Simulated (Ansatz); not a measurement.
The inner images of a band of C$_{2}$H$_{6}$O$_{2}$Si (11 atoms, charge 0, multiplicity 1) are given out of order.

Computed with RKS B3LYP/def2-SVP (Ansatz).

First end point:

```xyz
11
Properties=species:S:1:pos:R:3
C -0.740 -0.974 1.238
C 0.226 -0.544 0.162
O 1.167 -1.243 -0.179
Si 0.104 1.143 -0.807
O 1.406 1.039 -1.832
H -0.754 -0.227 2.051
H -1.764 -1.014 0.828
H -0.456 -1.959 1.638
H -1.193 1.236 -1.537
H 0.207 2.295 0.134
H 1.862 0.192 -1.675
```

Last end point:

```xyz
11
Properties=species:S:1:pos:R:3
C -0.178 -1.142 1.180
C -0.893 -0.245 0.195
O -2.101 -0.266 0.049
Si 0.045 1.052 -0.901
O 1.709 1.014 -0.724
H 0.601 -1.731 0.667
H 0.347 -0.525 1.931
H -0.895 -1.812 1.678
H -0.366 0.791 -2.312
H -0.410 2.394 -0.457
H 2.208 0.412 -1.287
```

Question: Put them in order from the first end to the last, with their energies above the first end.
A.
```xyz
11
Properties=species:S:1:pos:R:3
C -0.644 -0.933 1.353
C -0.008 -0.682 0.006
O 0.569 -1.561 -0.612
Si 0.040 1.050 -0.870
O 1.633 1.326 -1.272
H -0.068 -0.388 2.122
H -1.671 -0.531 1.390
H -0.641 -2.008 1.586
H -0.850 0.938 -2.065
H -0.401 2.181 -0.013
H 2.108 0.553 -1.604
```
B.
```xyz
11
Properties=species:S:1:pos:R:3
C -0.554 -0.912 1.380
C -0.186 -0.755 -0.080
O 0.070 -1.714 -0.786
Si 0.014 0.991 -0.912
O 1.638 1.382 -0.955
H 0.206 -0.412 2.006
H -1.514 -0.411 1.595
H -0.612 -1.978 1.646
H -0.578 0.873 -2.276
H -0.636 2.078 -0.133
H 2.218 0.803 -1.464
```
C.
```xyz
11
Properties=species:S:1:pos:R:3
C -0.222 -1.015 1.286
C -0.804 -0.474 -0.004
O -1.831 -0.913 -0.484
Si 0.044 1.027 -0.905
O 1.714 1.000 -0.784
H 0.859 -1.208 1.179
H -0.324 -0.249 2.075
H -0.755 -1.928 1.593
H -0.419 1.001 -2.321
H -0.394 2.274 -0.220
H 2.196 0.429 -1.394
```
D.
```xyz
11
Properties=species:S:1:pos:R:3
C -0.705 -0.952 1.286
C 0.152 -0.593 0.096
O 0.988 -1.362 -0.352
Si 0.063 1.105 -0.848
O 1.542 1.188 -1.603
H -0.342 -0.375 2.156
H -1.756 -0.660 1.130
H -0.628 -2.026 1.510
H -1.079 1.039 -1.808
H -0.135 2.267 0.060
H 1.965 0.313 -1.605
```
E.
```xyz
11
Properties=species:S:1:pos:R:3
C -0.399 -0.910 1.369
C -0.503 -0.701 -0.129
O -0.867 -1.588 -0.878
Si 0.026 1.007 -0.905
O 1.688 1.181 -0.840
H 0.635 -0.707 1.701
H -1.046 -0.191 1.901
H -0.684 -1.940 1.630
H -0.493 1.023 -2.301
H -0.516 2.141 -0.106
H 2.224 0.628 -1.421
```

Answer: D (+2.8 kJ/mol), A (+9.6 kJ/mol), B (+13.6 kJ/mol), E (+14.8 kJ/mol), C (+12.1 kJ/mol).

The run took 3.3 min on 2 threads of Arm Neoverse V1, with other jobs on the host, peak memory 0.22 GiB.
